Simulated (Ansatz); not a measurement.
Two isomers of CH5BFN: A = `NCBF`, B = `CB(N)F`.

Gas-phase electronic energies from Ansatz, PBE0-D4/def2-TZVP geometries. CBS: MP2 limit from def2 TZ/QZ plus the TZ coupled-cluster correction, frozen cores. DFT in def2-TZVPP. B3LYP here is the variant with VWN-RPA as its local correlation; programs differ in this. One conformer a species, not always the lowest.

Question: Which isomer does CCSD(T)/CBS put lower? Give the gap. (Best estimate.)

Answer: Computed: B, by 52.3 kcal/mol.

Question: Give E(B) − E(A) in kcal/mol with PBE-D4, ωB97M-V, MP2/def2-TZVPP, BLYP-D4, B3LYP, CCSD(T)/def2-TZVPP, HF/def2-TZVPP. (An estimate is asked.)

Answer: Computed: PBE-D4 -51.6, ωB97M-V -52.5, MP2/def2-TZVPP -53.4, BLYP-D4 -51.6, B3LYP -52.4, CCSD(T)/def2-TZVPP -52.3, HF/def2-TZVPP -52.0. None reverses the order clearly.

Question: Does the order hold for the free energy at 298.15 K (harmonic terms from PBE0-D4)? (An estimate is asked.)

Answer: The calculation gave: Yes: G(B) − G(A) = -51.4 kcal/mol, for one conformer each.

Largest T1 diagnostic: 0.011.

At CCSD(T), def2-SVP lies −1.0 kcal/mol from the extrapolated value and def2-TZVPP −0.1 kcal/mol. Leaving LDA and LC-ωPBE aside and taking each functional with its dispersion term where it has one, the values, not all of them listed here, spread over 3.3 kcal/mol, from B97M-V to revPBE-D4. LDA lies −1.6 kcal/mol from PBE without D4.
